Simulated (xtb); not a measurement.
SiF2I2, SMILES F[Si](F)(I)I. All values are semi-empirical tight-binding results from xtb (GFN2-xTB unless named), good for trends rather than for accurate numbers. The structure is a stationary point at GFN2-xTB.

Computed properties:
The point group as xtb finds it is C2v. The orbital gap is 5.44 eV and the zero-point energy is 4.9 kcal/mol. The G − E(el) at 298.15 K (modified RRHO) is -16.6 kcal/mol. The static polarisability (D4 model) is 100.9 bohr³ and the solvation energy, GFN2-xTB/ALPB(water) is -0.9 kcal/mol. The solvation energy, GFN2-xTB/ALPB(chcl3) is -7.4 kcal/mol.
